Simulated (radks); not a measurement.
N, 7 electrons, occupied as [He] 2s2 2p3. Method: Dirac Kohn-Sham, relativistic LDA (MacDonald-Vosko exchange, VWN5 correlation), spin-unpolarised, spherical densities, finite nucleus; open shells fill j = l - 1/2 first; Fermi nuclear charge, rms radius 2.5582 fm; computed with a radial shooting solver on a logarithmic mesh with Libxc functionals.

Unscreened Slater integrals over Kohn-Sham orbitals (eV). Large and small components are both included. Empty in this configuration: 3s1/2.

| integral | value |
|---|---|
| F0(2p3/2,2p3/2) | 17.190 |
| F2(2p3/2,2p3/2) | 7.5582 |
| F0(2p3/2,2p1/2) | 17.200 |
| G2(2p3/2,2p1/2) | 7.5613 |
| F0(2p3/2,2s1/2) | 17.854 |
| G1(2p3/2,2s1/2) | 10.789 |
| F0(2p3/2,1s1/2) | 25.286 |
| G1(2p3/2,1s1/2) | 2.4673 |
| F0(2p3/2,3s1/2) | 4.0957 |
| G1(2p3/2,3s1/2) | 0.18994 |
| F0(2p1/2,2p1/2) | 17.211 |
| F0(2p1/2,2s1/2) | 17.865 |
| G1(2p1/2,2s1/2) | 10.795 |
| F0(2p1/2,1s1/2) | 25.319 |
| G1(2p1/2,1s1/2) | 2.4735 |
| F0(2p1/2,3s1/2) | 4.0959 |
| G1(2p1/2,3s1/2) | 0.18957 |
| F0(2s1/2,2s1/2) | 18.665 |
| F0(2s1/2,1s1/2) | 26.661 |
| G0(2s1/2,1s1/2) | 1.8941 |
| F0(2s1/2,3s1/2) | 4.1130 |
| G0(2s1/2,3s1/2) | 0.12409 |
| F0(1s1/2,1s1/2) | 110.97 |
| F0(1s1/2,3s1/2) | 4.2926 |
| G0(1s1/2,3s1/2) | 0.046066 |
| F0(3s1/2,3s1/2) | 2.8520 |
